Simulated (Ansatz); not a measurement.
AlB6. Charge 0, multiplicity 2. Geometry r2SCAN-D4/def2-SVP; atoms count from 1.

```xyz
7

Al   -0.822   -1.189    0.764
B     1.286   -0.542   -0.688
B    -0.348    0.700    1.520
B    -0.709    1.377    0.151
B    -0.241    0.378   -0.997
B    -0.030   -1.248   -1.168
B     0.864    0.523    0.418
```

The structure comes from a short search, and lower isomers may exist.

**Question.** Estimate the Mulliken populations from the PBE0/def2-TZVP orbitals of Ansatz.

**Answer.** 
```
atom  charge (e)  spin (α − β)
 Al1        0.11         -0.06
  B2        0.00          0.31
  B3        0.01          0.30
  B4        0.00          0.31
  B5       -0.07         -0.08
  B6        0.01          0.30
  B7       -0.07         -0.08
```
Mulliken values depend strongly on the basis.

**Question.** Where does the spin sit?

**Answer.** Summed by element: Al -0.06, B 1.06, of 1 unpaired in all. Largest on single atoms: B4 0.31, B2 0.31, B6 0.30.

**Question.** And the Mayer bond orders between heavy atoms (over 0.3)?

**Answer.** Al1–B3 0.86 (2.09 Å); Al1–B5 0.30 (2.43 Å); Al1–B6 0.86 (2.09 Å); Al1–B7 0.30 (2.43 Å); B2–B5 0.57 (1.81 Å); B2–B6 1.21 (1.57 Å); B2–B7 1.11 (1.59 Å); B3–B4 1.21 (1.57 Å); B3–B7 0.83 (1.65 Å); B4–B5 1.11 (1.59 Å); B4–B7 0.57 (1.81 Å); B5–B6 0.83 (1.65 Å); B5–B7 0.51 (1.80 Å).
